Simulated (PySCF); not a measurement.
H2SSn, SMILES [SH][SnH] (connectivity only; charge and spin as stated), neutral, multiplicity 1.

Geometry optimised at B3LYP-D3(BJ)/def2-TZVP. The def2 effective core potentials stand for the cores of Sn; spin–orbit coupling is left out.

Computed with HF/def2-TZVPD run with PySCF.

Symmetry labels are those of the subgroup Cs that the program uses (full group Cs).

Problem. List the valence orbital energies around the gap with their symmetry. (Estimate from the structure and the level; the computed values follow.)

Solution. 
| orbital | symmetry | energy (eV) |
|---|---|---|
| HOMO−7 | A' | -36.05 |
| HOMO−6 | A' | -35.89 |
| HOMO−5 | A' | -25.59 |
| HOMO−4 | A' | -16.63 |
| HOMO−3 | A' | -13.99 |
| HOMO−2 | A' | -11.23 |
| HOMO−1 | A" | -10.19 |
| HOMO | A' | -9.00 |
| LUMO | A" | -0.07 |
| LUMO+1 | A' | 1.28 |
| LUMO+2 | A' | 1.54 |
| LUMO+3 | A' | 2.12 |
